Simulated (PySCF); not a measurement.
Compound: (H2Al-mu-SbH2)2.
Structure used (PBE0-D3(BJ)/def2-SVP), in Å, numbered top down from 1:
```
atom  x, y, z in Å
Al1   -0.2338    0.9625   -1.8015
H2    -1.6860    1.5043   -2.1579
H3     1.0716    1.1028   -2.7016
Sb4   -0.3980   -1.5788   -0.7871
Al5    0.2775   -0.9804    1.8033
H6     1.7493   -1.5025    2.1087
H7    -0.9911   -1.1520    2.7480
Sb8    0.3956    1.5692    0.8005
H9     0.5552   -2.7431   -1.5612
H10   -1.9023   -2.3281   -0.9872
H11    1.8767    2.3567    1.0235
H12   -0.5992    2.7066    1.5634
```

Level of theory: PBE0-D3(BJ)/def2-SVP geometry optimisation, gas phase, def2 core potentials past Kr (PySCF).

Take the most abundant isotopes and a rigid rotor. The values belong to one conformer.

Q: What are A, B and C (MHz)?

A: Ia = 275.74, Ib = 838.50, Ic = 1084.77 u·Å²; 505379 MHz·u·Å²/I gives A = 1833, B = 602.7, C = 465.9 MHz.

Q: Classify the top.

A: An asymmetric top. Ray's parameter κ = (2B − A − C)/(A − C) = -0.800; −1 is the prolate and +1 the oblate limit.

Q: What does the inertial defect say?

A: Not planar: Δ = Ic − Ia − Ib = -29.47 u·Å². For a rigid frame Δ = −2 Σ m c², so Σ m c² = 14.73 u·Å² lies off the ab plane: 14.71 from hydrogen and 0.03 from heavier atoms. The atom farthest from that plane is 1.45 Å away.

The dipole components are |μa| = 0.00 D, |μb| = 0.01 D, |μc| = 0.05 D.

Atoms past krypton carry def2 core potentials. Whether it is a minimum is left open (no frequencies). Zero-point vibration and centrifugal distortion are left out. Quadrupole hyperfine structure (27Al) is left out.
